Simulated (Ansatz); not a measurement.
Calculated with Ansatz (gas phase, PBE0-D4/def2-TZVP geometries, no zero-point term in ΔE). CCSD(T)/CBS is the MP2 limit (def2-TZVPP, def2-QZVPP) plus CCSD(T) − MP2 in def2-TZVPP, frozen cores. This one scheme is used for every species. DFT in def2-TZVPP. For Br outer-core shells are correlated without core-valence functions, which leaves a few kJ/mol of doubt a bond. Scalar relativity is left out up to krypton. One conformer a species, not always the lowest.

Reaction (substitution at a C–Si bond): `F[SiH2]C(Cl)Br` + HBr → `ClC(Br)Br` + `F[SiH3]`

```json
{"level": "r2SCAN-D4", "ΔE (eV)": "0.83"}
{"level": "PBE0-D4", "ΔE (eV)": "0.83"}
```

Q: What does CCSD(T)/CBS give? (Estimate.)

A: Computed: +0.82 eV. The listed levels differ from it by 0.01, 0.01 eV.

Largest T1 diagnostic among the species: 0.011.

From PBE to PBE0 (25 % exact exchange), in def2-TZVPP and without D4, ΔE moves by +0.06 eV. The D4 term adds +0.03 eV with B3LYP and +0.02 eV with PBE0; it sums over pairs of atoms, weighted by their polarisabilities, and B3LYP, whose exchange is more repulsive, gets the larger term.

B3LYP here is the variant with VWN-RPA as its local correlation; programs differ in this.
